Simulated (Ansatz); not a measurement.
The cluster Cu₅H₆, relaxed as a doublet with UKS r2SCAN-D4/def2-SVP in Ansatz, starting from the GFN1-xTB geometry. Force threshold 0.02 eV/Å.

The relaxation made no stability test and no search for a lower SCF solution. No other spin state of charge 0 was run. The structure comes from a short search, and lower isomers may exist.

Start:

```xyz
11

Cu   -0.864    1.105    1.890
Cu   -0.104   -1.005    1.045
Cu   -0.376   -1.729   -1.256
Cu    0.449    0.354   -2.094
Cu    0.783    1.215    0.151
H    -0.155   -0.999   -2.639
H     1.323   -0.175    0.879
H     0.977    1.655   -1.425
H    -0.602   -2.311    0.168
H    -0.183    2.274    1.108
H    -1.247   -0.384    2.175
```

| step | energy (eV) | largest force component (eV/Å) | SCF passes |
| --- | --- | --- | --- |
| 1 | -223270.9341 | 0.569 | 29 |
| 2 | -223271.1422 | 0.329 | 31 |
| 3 | -223271.2789 | 0.207 | 32 |
| 4 | -223271.3520 | 0.181 | 31 |
| 5 | -223271.4021 | 0.136 | 28 |
| 6 | -223271.4353 | 0.115 | 29 |
| 7 | -223271.4472 | 0.106 | 28 |
| 8 | -223271.4763 | 0.133 | 29 |
| 9 | -223271.5005 | 0.153 | 29 |
| 10 | -223271.5210 | 0.071 | 28 |
| 11 | -223271.5345 | 0.030 | 28 |
| 12 (rejected) | -223271.5337 | 0.067 | 27 |
| 13 | -223271.5365 | 0.007 | 24 |
| 14 (rejected) | -223271.5365 | 0.027 | 23 |
| 15 | -223271.5368 | 0.007 | 23 |
| 16 | -223271.5367 | 0.018 | 22 |

Force components are those of the run's own axes.

End:

Cartesian coordinates in Å:
```
Cu -0.3046 0.8317 1.7665
Cu -0.7487 -1.3894 1.2115
Cu -0.1672 -1.6860 -1.0267
Cu 0.6410 0.3431 -1.8420
Cu 0.5638 1.9052 -0.1129
H 0.4002 -1.1440 -2.4485
H -0.0025 -0.0006 -0.0048
H 1.0455 1.9065 -1.6618
H -0.7598 -2.6244 0.1599
H 0.2234 2.3275 1.4171
H -0.8911 -0.4695 2.5416
```

By distances, no bond broke or formed, bridged metal pairs apart. The bond that changes most is Cu2–H7, from 1.66 to 1.99 Å (atoms count from 1). A close non-bonded pair moves further: Cu4–H7, from 3.14 to 1.98 Å. Metal–metal contacts that move far: Cu2–Cu5 2.55 to 3.79 Å.

The force fell under the threshold at step 13, but the optimiser went on. No frequencies were taken in this run, so the end may be a saddle point.

Hardware: 4 threads of AMD EPYC 7B13 on a shared host. Wall time 2.5 min.
